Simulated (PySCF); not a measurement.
**Atomic charges by several schemes**

Compound: C2H6Ge2.
Cartesian coordinates in Å at the PBE0-D3(BJ)/def2-SVP level; atoms count from 1:
```xyz
10
C2H6Ge2 angstrom
C      2.5264   -1.1935    0.1371
C      1.6677   -0.3337    0.0804
Ge     0.2773    0.9623   -0.0152
Ge    -1.8122   -0.2147   -0.3410
H      3.2882   -1.9511    0.1887
H      0.2761    1.7654    1.2971
H      0.5823    1.9064   -1.1911
H     -2.9773    0.7876   -0.4362
H     -1.7434   -1.0339   -1.6409
H     -2.0598   -1.1617    0.8455
```

Density: PBE0/pcSseg-1 (PySCF); schemes: Mulliken, IAO, Hirshfeld and ESP-fitted. Isolated species at its PBE0-D3(BJ)/def2-SVP geometry, gas phase. The calculation is non-relativistic, for germanium too.

Problem. Atoms with like bonding are taken together and averaged. For which atoms does the sign change between the 4 schemes (beyond +0.03 e in one, beyond −0.03 e in another)?

Solution. For none.

Problem. At which atom do the 4 schemes differ most?

Solution. At C1: from -0.357 (ESP-fitted) to -0.098 e (Hirshfeld), 0.259 e apart.

Problem. Give the atomic charges in each scheme.

Solution. In e; atoms taken as equivalent share a row and are averaged (×n: the atom named and its like, n in all):

| atom | environment | Mulliken | IAO | Hirshfeld | ESP-fitted |
| --- | --- | --- | --- | --- | --- |
| C1 | terminal alkyne carbon | -0.300 | -0.198 | -0.098 | -0.357 |
| C2 | alkyne carbon | -0.166 | -0.294 | -0.164 | -0.116 |
| Ge3 | germanium bonded to C, Ge and 2 H | +0.311 | +0.405 | +0.266 | +0.235 |
| Ge4 | germanium bonded to Ge and 3 H | -0.007 | +0.206 | +0.210 | +0.081 |
| H5 | alkyne hydrogen | +0.085 | +0.202 | +0.098 | +0.300 |
| H6/H7 | Ge–H hydrogen | +0.020 | -0.065 | -0.060 | -0.035 |
| H8/H9/H10 | Ge–H hydrogen | +0.012 | -0.064 | -0.064 | -0.025 |

Mean size of the charges over all atoms: IAO 0.163 e, ESP-fitted 0.123 e, Hirshfeld 0.115 e, Mulliken 0.095 e. Each set sums to the total charge, 0, to within 0.001 e. The Hirshfeld scheme divides the density at each point in proportion to the densities of the neutral, spherically averaged free atoms. The Mulliken scheme counts on each atom the diagonal of the density matrix times the overlap matrix over that atom's basis functions.

Problem. Sum the charges by element.

Solution. 
```
element  atoms  Mulliken     IAO  Hirshfeld  ESP-fitted
      C      2    -0.466  -0.492     -0.261      -0.473
     Ge      2    +0.305  +0.611     +0.476      +0.316
      H      6    +0.161  -0.119     -0.215      +0.156
```

Problem. How closely do the schemes follow one another over all atoms?

Solution. Correlation coefficient and root-mean-square difference: IAO with Hirshfeld 0.97, 0.076 e; Mulliken with ESP-fitted 0.86, 0.087 e; IAO with ESP-fitted 0.84, 0.108 e; Mulliken with IAO 0.83, 0.112 e; Hirshfeld with ESP-fitted 0.74, 0.116 e; Mulliken with Hirshfeld 0.71, 0.110 e.
